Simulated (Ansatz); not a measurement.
Members of the series CXY, Y = methyl; each row names its spin state. Gas-phase values, no solvent. One relaxed conformer stands for each flexible species; it need not be the lowest. Strings in code marks are SMILES.

Quantity: adiabatic spin-state energy, in kcal/mol. HF references are unrestricted for open shells and restricted for singlets. The restricted reference of `C[C]O` is unstable towards unrestricted orbitals.

Case: `C[C]O`: multiplicity 3 minus multiplicity 1. The other species in the difference include `C[C]O` (C–C–O–H torsion 180°) (neutral, multiplicity 1). Geometry of `C[C]O` (neutral, multiplicity 3, Å):

```xyz
7

C     -0.7694    -0.0733     0.0235
C      0.6581    -0.4555    -0.0643
O      1.6447     0.3374    -0.5068
H     -0.9002     0.8352     0.6271
H     -1.2053     0.1199    -0.9681
H     -1.3410    -0.8746     0.4912
H      1.9132     0.1109    -1.4118
```

What is the computed adiabatic spin-state energy (frozen-core CCSDT(Q)/6-31g // B3LYP-D3(BJ)/def2-TZVP (Ansatz, a quantum-chemistry and plane-wave program))?

20.1 kcal/mol.
